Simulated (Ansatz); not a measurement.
CHNS, SMILES `N=C=S` (charge 0, multiplicity 1).

Cartesian coordinates (Å):
SMILES: S=C=N
```xyz
4

N     -0.7750    -0.3091    -0.0105
C      0.4005    -0.0691    -0.0022
S      1.9599     0.0938     0.0037
H     -1.5855     0.2844     0.0090
```
Charge 0, spin multiplicity 1.

Frozen-core energies in 6-31g from Ansatz (a quantum-chemistry and plane-wave program) at a geometry from B3LYP-D3(BJ)/def2-TZVP; the HF reference has <S^2> = 0.00 and the T1 diagnostic is 0.021.

```tsv
level	energy (Ha)
HF	-490.30767
MP2	-490.57093
CCSD	-490.57477
```

Question: Estimate the energies of CCSD(T), CCSDT, CCSDT(Q) and CCSDTQ, and give each level's difference from CCSDTQ.

Answer: 
```tsv
level	energy (Ha)	difference from CCSDTQ (mHa)
MP2	-490.57093	18.60
CCSD	-490.57477	14.76
CCSD(T)	-490.58802	1.51
CCSDT	-490.58852	1.01
CCSDT(Q)	-490.58964	-0.11
CCSDTQ	-490.58953	0.00
```
